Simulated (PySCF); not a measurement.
Species: C7H4FNO.
Bonds: O1–C2 (double), C2–N3 (double), N3–C4, C4–C5 (aromatic), C5–C6 (aromatic), C6–C7 (aromatic), C7–F8, C7–C9 (aromatic), C9–C10 (aromatic), C4–C10 (aromatic). Hydrogens: H11 on C5; H12 on C6; H13 on C9; H14 on C10.

Computed with PySCF at B3LYP/def2-SVPD, non-relativistic, on one gas-phase PBE0-D3(BJ)/def2-SVP geometry that isn't relaxed in the solvent. The solvent is an IEF-PCM continuum (cavity from Bondi-type radii × 1.2), and excitations are vertical TDDFT with non-equilibrium linear response and a frozen core. The model holds no explicit solvent molecules, cavitation or dispersion.

Gas-phase singlets (H = HOMO, L = LUMO):

```csv
state,E (eV),λ (nm),f,leading configurations
S1,4.864,255,0.024,"H→L 64%, H→L+1 17%"
S2,5.425,229,0.276,"H→L+1 66%, H→L 21%"
S3,5.502,225,0.000,H→L+2 94%
S4,6.404,194,0.000,"H-2→L 46%, H-2→L+1 34%"
S5,6.449,192,0.001,"H→L+3 76%, H-2→L 10%"
```

Task: What are the lowest 5 singlets in chloroform (ε = 4.711)?

Result: 
```csv
state,E (eV),λ (nm),f,leading configurations,change by rank (eV)
S1,4.899,253,0.033,"H→L 46%, H→L+1 35%",+0.035
S2,5.361,231,0.386,"H→L+1 47%, H→L 44%",-0.064
S3,5.502,225,0.000,H→L+2 93%,0.000
S4,6.363,195,0.003,H→L+3 90%,-0.041
S5,6.367,195,0.418,"H-1→L 55%, H-1→L+1 21%",-0.082
```

Task: How does the list change in tetrahydrofuran (ε = 7.426)?

Result: 
| state | E (eV) | λ (nm) | f | leading configurations | change by rank (eV) |
| --- | --- | --- | --- | --- | --- |
| S1 | 4.908 | 253 | 0.031 | H→L 42%, H→L+1 38% | +0.044 |
| S2 | 5.369 | 231 | 0.379 | H→L 47%, H→L+1 43% | -0.056 |
| S3 | 5.505 | 225 | 0.000 | H→L+2 93% | +0.003 |
| S4 | 6.354 | 195 | 0.001 | H→L+3 90% | -0.050 |
| S5 | 6.375 | 194 | 0.411 | H-1→L 56%, H-1→L+1 19% | -0.074 |

Task: How do the frontier levels move from gas to tetrahydrofuran?

Result: 
```tsv
orbital	gas (eV)	solvent (eV)	change (eV)
LUMO+2	-0.24	-0.09	+0.15
LUMO+1	-1.09	-0.89	+0.20
LUMO	-1.22	-1.01	+0.21
HOMO	-6.81	-6.67	+0.14
HOMO-1	-7.85	-7.62	+0.23
HOMO-2	-8.78	-8.70	+0.08
HOMO-3	-9.27	-9.17	+0.10
```

The HOMO–LUMO gap goes from 5.59 to 5.66 eV.

Conformer computed: `[O:1]=[C:2]=[N:3][c:4]1[cH:5][cH:6][c:7]([F:8])[cH:9][cH:10]1`: C2–N3–C4–C5 180°.
